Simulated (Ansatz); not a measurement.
This geometry of C2H7F2NSi2 (14 atoms, charge 0, multiplicity 1) is a first-order saddle point.

All numbers below come from Ansatz, RKS PBE/6-31G*.

```xyz
14
Properties=species:S:1:pos:R:3
N -0.750 -1.187 0.815
C -0.150 -0.152 -0.023
C -0.817 0.182 -1.365
F -1.952 -0.592 -1.508
F -1.216 1.507 -1.414
Si 0.456 1.236 1.199
Si 1.776 -0.314 0.203
H -1.729 -0.962 1.024
H -0.747 -2.095 0.334
H -0.184 0.009 -2.255
H -0.124 1.156 2.574
H 0.594 2.635 0.685
H 2.577 0.178 -0.968
H 2.252 -1.631 0.728
```

(1) Which two structures does it join? (They come from a converged band through this point; their orientation in space is the band's.)

(2) How far does it lie above each of them?

Answers

(1) No bond is made or broken. The dihedral Si7–C2–C3–F5 goes from -165 to -41°.

Initial state:

```xyz
14
Properties=species:S:1:pos:R:3
N -0.830 -1.119 0.840
C -0.155 -0.120 0.013
C -0.809 0.215 -1.300
F -0.933 -0.934 -2.069
F -2.100 0.675 -1.077
Si 0.571 1.257 1.172
Si 1.762 -0.388 0.158
H -1.785 -0.799 1.047
H -0.918 -1.996 0.309
H -0.275 0.973 -1.901
H 0.035 1.259 2.566
H 0.682 2.623 0.565
H 2.566 0.022 -1.039
H 2.176 -1.697 0.744
```

Final state:

```xyz
14
Properties=species:S:1:pos:R:3
N -0.760 -1.266 0.787
C -0.157 -0.199 0.000
C -0.825 0.150 -1.303
F -2.127 0.570 -1.066
F -0.159 1.191 -1.924
Si 0.411 1.245 1.179
Si 1.781 -0.249 0.152
H -1.752 -1.059 0.956
H -0.708 -2.169 0.298
H -0.887 -0.693 -2.020
H -0.064 1.111 2.589
H 0.362 2.642 0.649
H 2.563 0.196 -1.045
H 2.310 -1.500 0.777
```

(2) 0.199 eV above the first and 0.238 eV above the second. This is the barrier of this one path; another mechanism may lie lower.

Run time: 4.5 min on 2 threads of Arm Neoverse V1, on a shared host, peak memory 0.18 GiB.
